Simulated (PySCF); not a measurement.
Input for PySCF: R-BP86/6-31G* on CH4BFO (SMILES CB(O)F).

```python
from pyscf import gto, scf, dft, mp
from pyscf.data.elements import chemcore

mol = gto.M(
    atom='''
    C    -1.02001003   -0.07853298    0.00244904
    B     0.51370067    0.20721156    0.04789773
    O     1.43377354   -0.74211683   -0.25334535
    F     0.95812769    1.43112725    0.39555582
    H    -1.47098466    0.11092634    0.98053175
    H    -1.51291637    0.60261575   -0.69682613
    H    -1.24535695   -1.10241835   -0.29204169
    H     2.34366612   -0.42881275   -0.18422119
    ''',
    basis='6-31g*',
    cart=True,
    charge=0, spin=0, verbose=3, max_memory=1800)
mf = dft.RKS(mol, xc='b88,p86')
mf.conv_tol = 1e-8
mf.max_cycle = 100
mf.kernel()
if not mf.converged:
    mf = mf.newton().run(mf.mo_coeff, mf.mo_occ)
```

The log:

```
converged SCF energy = -240.536932111868
```

The run converged.

Cost: about 11 core-seconds (a rough figure).
